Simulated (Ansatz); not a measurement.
Reactions of H7NOSSi2 (`N[SiH2][SiH](O)S`).

Isolated molecules relaxed with PBE0-D4/def2-TZVP in Ansatz; ΔE leaves out vibrations. CCSD(T)/CBS is the MP2 limit (def2-TZVPP, def2-QZVPP) plus CCSD(T) − MP2 in def2-TZVPP, frozen cores. This one scheme is used for every species. DFT in def2-TZVPP. B3LYP here is the variant with VWN-RPA as its local correlation; programs differ in this. For Se outer-core shells are correlated without core-valence functions, which leaves a few kJ/mol of doubt a bond. Scalar relativity is left out up to krypton. Each species was taken in one conformer, which may not be the lowest.

| reaction | PBE-D4 (kJ/mol) | ωB97X-V (kJ/mol) | B3LYP-D4 (kJ/mol) | HF/CBS(def2) (kJ/mol) | CCSD(T)/CBS(def2) (kJ/mol) |
| --- | --- | --- | --- | --- | --- |
| `N[SiH2][SiH](O)S` → `N[SiH3]` + `O[Si]S` | 139 | 146 | 127 | 115 | 136 |
| `N[SiH2][SiH](O)S` + SiH₄ → `O[SiH](S)[SiH2][SiH3]` + NH₃ | 17 | 34 | 34 | 53 | 32 |
| `N[SiH2][SiH](O)S` → `O[SiH2]S` + `N[SiH]` | 153 | 156 | 142 | 122 | 145 |
| `N[SiH2][SiH](O)S` + H₂ → `O[SiH]([SiH3])S` + NH₃ | 20 | 20 | 22 | 6 | 21 |
| `N[SiH2][SiH](O)S` → `N[SiH](O)S` + `[SiH2]` | 223 | 217 | 205 | 174 | 204 |
| `N[SiH2][SiH](O)S` + H₂O → `O[SiH](O)S` + `N[SiH3]` | -92 | -116 | -113 | -149 | -114 |
| `N[SiH2][SiH](O)S` + H–F → `N[SiH2][SiH](O)F` + H₂S | -66 | -82 | -80 | -102 | -75 |
| `N[SiH2][SiH](O)S` + `[SiH3][SeH]` → `N[SiH2][Se][SiH3]` + `O[SiH2]S` | -75 | -83 | -82 | -95 | -90 |
| `N[SiH2][SiH](O)S` → `O[SiH]` + `N[SiH2]S` | 189 | 189 | 177 | 156 | 179 |
| `N[SiH2][SiH](O)S` + H₂ → `O[SiH2]S` + `N[SiH3]` | -8 | -28 | -23 | -66 | -27 |

Largest T1 diagnostic: 0.016, for `O[SiH]`.
